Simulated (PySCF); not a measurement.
TiSi: frontier orbitals

M06-2X at R = 2.428 Å; basis Ti def2-TZVPPD, Si def2-TZVPPD; no relativity; PySCF 2.14. State: ⁵Δ (quintet), unpaired electrons σ ↑, π ↑↑, δ ↑. Only the outer orbitals are listed, counted within each symmetry.

```json
{"spin": "α", "orbital": "9σ", "occ.": "1", "ε (eV)": "-13.82", "on Ti (%)": "15", "main shells (%)": "84 Si s"}
{"spin": "α", "orbital": "1δ", "occ.": "1", "ε (eV)": "-8.13", "on Ti (%)": "100", "main shells (%)": "100 Ti d"}
{"spin": "α", "orbital": "10σ", "occ.": "1", "ε (eV)": "-7.94", "on Ti (%)": "77", "main shells (%)": "75 Ti d, 15 Si p"}
{"spin": "α", "orbital": "11σ", "occ.": "1", "ε (eV)": "-6.43", "on Ti (%)": "65", "main shells (%)": "60 Ti s, 34 Si p"}
{"spin": "α", "orbital": "4π", "occ.": "1", "ε (eV)": "-6.37", "on Ti (%)": "30", "main shells (%)": "68 Si p, 22 Ti d"}
{"spin": "α", "orbital": "4π", "occ.": "1", "ε (eV)": "-6.37", "on Ti (%)": "30", "main shells (%)": "68 Si p, 22 Ti d"}
{"spin": "α", "orbital": "12σ", "occ.": "0", "ε (eV)": "-1.63", "on Ti (%)": "84", "main shells (%)": "45 Ti s, 23 Ti p, 16 Ti d"}
{"spin": "α", "orbital": "5π", "occ.": "0", "ε (eV)": "-0.88", "on Ti (%)": "87", "main shells (%)": "58 Ti d, 29 Ti p, 12 Si p"}
{"spin": "α", "orbital": "5π", "occ.": "0", "ε (eV)": "-0.88", "on Ti (%)": "87", "main shells (%)": "58 Ti d, 29 Ti p, 12 Si p"}
{"spin": "β", "orbital": "8σ", "occ.": "1", "ε (eV)": "-42.28", "on Ti (%)": "100", "main shells (%)": "100 Ti p"}
{"spin": "β", "orbital": "3π", "occ.": "1", "ε (eV)": "-42.26", "on Ti (%)": "100", "main shells (%)": "100 Ti p"}
{"spin": "β", "orbital": "3π", "occ.": "1", "ε (eV)": "-42.26", "on Ti (%)": "100", "main shells (%)": "100 Ti p"}
{"spin": "β", "orbital": "9σ", "occ.": "1", "ε (eV)": "-11.72", "on Ti (%)": "7", "main shells (%)": "92 Si s"}
{"spin": "β", "orbital": "10σ", "occ.": "1", "ε (eV)": "-5.50", "on Ti (%)": "66", "main shells (%)": "60 Ti s, 30 Si p"}
{"spin": "β", "orbital": "4π", "occ.": "0", "ε (eV)": "-2.00", "on Ti (%)": "28", "main shells (%)": "70 Si p, 17 Ti p, 11 Ti d"}
{"spin": "β", "orbital": "4π", "occ.": "0", "ε (eV)": "-2.00", "on Ti (%)": "28", "main shells (%)": "70 Si p, 17 Ti p, 11 Ti d"}
{"spin": "β", "orbital": "11σ", "occ.": "0", "ε (eV)": "-1.74", "on Ti (%)": "45", "main shells (%)": "34 Si p, 30 Ti p, 21 Si s"}
```

Question: Which are the highest filled and the lowest empty level, where do they sit, and how wide is the gap?

Answer: Highest filled β 10σ at -5.50 eV (in %: 60 Ti s, 30 Si p); lowest empty β 4π at -2.00 eV (in %: 70 Si p, 17 Ti p, 11 Ti d); the gap at M06-2X is 3.50 eV.

- bond order (Mayer): 1.74
- ⟨S²⟩: 6.152
- charge on Ti (Mulliken, basis-dependent): 0.07
- charge on Ti (Löwdin, basis-dependent): -0.07
- dipole moment (positive dipole means Ti(−)Si(+)): -2.79 D

With d or f electrons several states lie close, and the lowest PBE0 determinant need not be the measured ground state.
